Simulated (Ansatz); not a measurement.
A structure relaxed at PBE-D4/def2-SVP in Ansatz, charge 0, singlet:

```tsv
atom	x (Å)	y (Å)	z (Å)
B1	2.6198	0.2617	0.9203
B2	0.3317	-0.1993	-2.7620
B3	-1.9532	-0.2985	-1.9670
B4	2.3670	0.0500	-1.4772
B5	0.8999	0.2763	2.6243
B6	-1.4975	0.0828	2.3526
B7	-2.7676	-0.1730	0.3090
N8	2.1437	0.3279	2.1592
N9	-2.8759	-0.2871	-1.0106
N10	-0.9878	-0.3033	-2.8802
N11	1.6442	-0.0911	-2.5835
N12	-2.5990	-0.0551	1.6219
N13	3.0385	0.1899	-0.3390
N14	-0.3636	0.2188	3.0321
```

**Question.** Give its formula and point group.

**Answer.** B₇N₇. Point group D7h (tolerance 0.1 Å).

**Question.** Summarise the bond lengths by kind (pairs closer than 1.2 times the sum of covalent radii, bridged metal pairs left out).

**Answer.** 14 × B–N 1.33 Å.

The structure comes from a short search, and lower isomers may exist.
